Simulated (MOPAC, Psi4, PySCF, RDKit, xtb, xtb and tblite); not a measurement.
Two geometries of SMILES B[SiH2][SiH2]Cl (H6BClSi2), relaxed at GFN2-xTB with one dihedral held; other torsions can differ between them too.

Structure A

```
10

B     -1.9909     0.4647     0.1494
Si    -0.4959    -0.8074     0.1729
Si     0.4984    -1.2569     2.2268
Cl     0.6321     0.4698     3.3067
H     -2.5404     0.7403    -0.8460
H     -2.3826     0.9742     1.1267
H     -0.8911    -2.1293    -0.3574
H      0.5825    -0.3976    -0.7514
H     -0.2448    -2.1742     3.0968
H      1.8686    -1.7729     2.1903
```

Structure B

```
10

B      1.9385     0.4566     0.0985
Si     0.5487    -0.9060     0.1447
Si     1.2667    -2.8786    -0.8785
Cl     3.2208    -3.2235    -0.4033
H      2.3638     0.8398    -0.9230
H      2.4515     0.8656     1.0674
H     -0.6782    -0.5592    -0.6006
H      0.0177    -1.2692     1.4734
H      1.2415    -2.8507    -2.3428
H      0.5648    -4.1018    -0.4869
```

**Question.** Which is lower in energy at the level DF-MP2 (frozen core)/cc-pVTZ // GFN2-xTB in Psi4, and by how much?

**Answer.** B is lower, by 4.58 kJ/mol (dihedral H5–B1–Si2–Si3: 180° in A, 60° in B).

E(B) − E(A) in kJ/mol at the other levels, on the same two geometries: GFN2-xTB (xtb and tblite) -7.36; B3LYP/def2-TZVP // GFN2-xTB (Psi4) -4.83; B3LYP-D3(BJ)/def2-TZVP // GFN2-xTB (Psi4) -5.23; PBE/def2-TZVP // GFN2-xTB (Psi4) -5.96; PBE-D3(BJ)/def2-TZVP // GFN2-xTB (Psi4) -6.17; HF/cc-pVTZ // GFN2-xTB (Psi4) -2.32; UFF // GFN2-xTB (RDKit) 0.08; PM6, restricted, heats of formation // GFN2-xTB (MOPAC) -1.36; PM7, restricted, heats of formation // GFN2-xTB (MOPAC) -0.29; GFN1-xTB // GFN2-xTB (xtb) -7.27; restricted B3LYP/6-31G*, spherical d // GFN2-xTB (PySCF) -4.05; restricted Hartree-Fock/STO-3G // GFN2-xTB (PySCF) -1.25; restricted MP2 (frozen core)/3-21G // GFN2-xTB (PySCF) -2.52; restricted MP2 (frozen core)/6-31G*, spherical d // GFN2-xTB (PySCF) -3.48.
